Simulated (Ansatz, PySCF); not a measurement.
**PbCl2(NH3) in two programs**

PbCl2(NH3) (singlet), relaxed with PySCF 2.14.0, RKS PBE, Pb def2-SVP with ECP60, Cl def2-SVP, N def2-SVP, H def2-SVP; non-relativistic Hamiltonian with scalar-relativistic core potentials where named; density fitting; no spin-orbit coupling:

```xyz
7

Pb   -0.0036   -0.0062    1.1372
Cl    1.8082   -0.8146   -0.4809
Cl   -1.6096    1.1587   -0.4809
N    -1.1635   -2.0152    0.1375
H    -1.6175   -2.8015    0.6196
H    -1.8494   -1.5338   -0.4662
H    -0.4037   -2.3685   -0.4662
```

There the HOMO–LUMO gap is 4.11 eV. 

The same geometry by Ansatz 0.2.0 (PBE, PAW, a periodic box with 9 Å of vacuum):

| spin-orbit coupling | gap (eV) | largest force component (eV/Å) |
| --- | --- | --- |
| without | 4.22 | 0.25 |

(1) What does the run with spin-orbit coupling give?

The spin-orbit runs use fully relativistic datasets of their own, so changes of a few hundredths of an eV needn't come from the coupling.

Results:

(1) gap (eV): 3.87, largest force component (eV/Å): 0.25. It took 21 s on 2 threads of Arm Neoverse V1, on a shared host, peak memory 2.1 GiB.
